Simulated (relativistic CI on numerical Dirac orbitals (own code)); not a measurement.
## Co4+ in a cubic cluster: L2,3 absorption with charge transfer

Computed with a charge-transfer multiplet model of a cubic metal-ligand cluster with up to 2 ligand holes, Slater and spin-orbit integrals from Dirac-Coulomb-Breit ions, Slater integrals scaled by 0.9. The ground state mixes d5 with configurations of k ligand holes L, whose averages lie at kΔ + k(k − 1)U_dd/2; a core hole lowers each added d electron by U_cd. 20 K, Lorentzian 0.4 eV and Gaussian 0.3 eV FWHM.

Atomic integrals in eV (Slater integrals scaled, ζ unscaled), ground: F2dd 12.224, F4dd 7.677, zeta_d 0.080; with the core hole: F2dd 12.888, F4dd 8.096, zeta_d 0.102, zeta_core 9.658, F2cd 7.721, G1cd 5.944, G3cd 3.382.

Cluster parameters (eV): Δ = 2, U_dd = 7.5, U_cd = 9.4, 10Dq(ligand) = 0.9, V(eg) = 2.45, V(t2g) = -1.17, final-state hopping factor = 1.

```csv
Case,n_d,d5,d6L,d7L2,S
10Dq = 0.55 eV,5.31,0.70,0.28,0.02,2.50
10Dq = 0.85 eV,5.31,0.71,0.27,0.02,2.50
10Dq = 1.15 eV,5.30,0.71,0.27,0.02,2.50
```

Weights, n_d and S are thermal averages at 20 K. Photon energies count from the first peak over 30 % of the highest in each spectrum, which can be another peak from case to case. The parameters are a model scan and need not match a compound or its usual spin state. Peaks in eV (height, largest 100):
- 10Dq = 0.55 eV: -1.7 (20), 0.0 (100), 3.6 (11), 5.0 (11), 6.3 (7), 6.8 (7), 14.1 (14), 15.2 (11), 16.1 (17), 16.9 (18)
- 10Dq = 0.85 eV: -1.9 (25), 0.0 (100), 3.5 (11), 5.0 (11), 6.1 (7), 6.8 (7), 14.0 (14), 16.0 (18), 16.9 (15)
- 10Dq = 1.15 eV: -2.1 (29), 0.0 (100), 3.3 (11), 4.9 (11), 6.7 (7), 13.8 (13), 15.8 (19)

Curve for 10Dq = 0.55 eV (points under 2 left out, the grid thinned):

E (eV), Intensity and a bar:
```
     -3.1        2.2 
     -2.6        6.4 #
     -2.1       11.9 ###
     -1.6       19.6 ######
     -1.1       13.9 ####
     -0.6       32.1 ##########
     -0.1       95.4 ##############################
      0.4       68.4 #####################
      0.9       46.8 ##############
      1.4       31.1 #########
      1.9       16.5 #####
      2.4       11.2 ###
      2.9        8.8 ##
      3.4       10.2 ###
      3.9        9.5 ##
      4.4        8.2 ##
      4.9       10.9 ###
      5.4        9.6 ##
      5.9        7.3 ##
      6.4        7.2 ##
      6.9        7.0 ##
      7.4        3.7 #
      7.9        2.9 
      8.4        2.8 
      8.9        2.7 
      9.4        2.1 
     11.0        2.9 
     11.5        2.4 
     12.0        2.2 
     12.5        2.1 
     13.0        2.9 
     13.5        6.0 #
     14.0       13.2 ####
     14.5       10.3 ###
     15.0        9.9 ###
     15.5        9.9 ###
     16.0       15.8 ####
     16.5       15.8 ####
     17.0       17.1 #####
     17.5        9.6 ##
     18.0        4.8 #
     18.5        3.1 
     19.0        2.4 
     19.5        2.6 
     20.0        2.0
```

For the case 10Dq = 0.85 eV, Δ = 2 eV is smaller than U_dd = 7.5 eV, the charge-transfer side of the Zaanen-Sawatzky-Allen scheme. With the core hole the configuration with one ligand hole lies at Δ + U_dd − U_cd = 0.1 eV from the one without, against Δ in the ground state.
